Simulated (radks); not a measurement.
Values are calculated unless marked as measured or tabulated.
All-electron atom: Er56+ in [Ne] 3s2.

Level of theory: Dirac Kohn-Sham, relativistic LDA (MacDonald-Vosko exchange, VWN5 correlation), spin-unpolarised, spherical densities, finite nucleus; Fermi nuclear charge, rms radius 5.2516 fm (a radial shooting solver on a logarithmic mesh with Libxc functionals).

Energy parts (hartree):
| part | energy |
|---|---|
| total | -9584.2254 |
| kinetic | 10791.5867 |
| electron-nucleus | -21128.7517 |
| Hartree | 855.4334 |
| exchange-correlation | -102.4937 |

Orbitals (lengths in bohr, moments of r in powers of bohr; r(max) is where P^2 peaks):
orbital  occ.  eigenvalue (hartree)   r(max)
1s1/2       2             -2255.226  0.01292
2s1/2       2             -506.0292  0.07313
2p1/2       2             -492.1406  0.05476
2p3/2       4             -457.6905  0.06082
3s1/2       2             -207.6217   0.1949

The highest occupied level is 3s1/2 at -5649.7 eV. Summed over all electrons, <r^2> = 0.1545 bohr^2, which gives a Langevin (diamagnetic) susceptibility term of -0.122 x 10^-6 cm^3/mol. The density falls to 0.001 e/bohr^3 at r = 0.57 bohr.
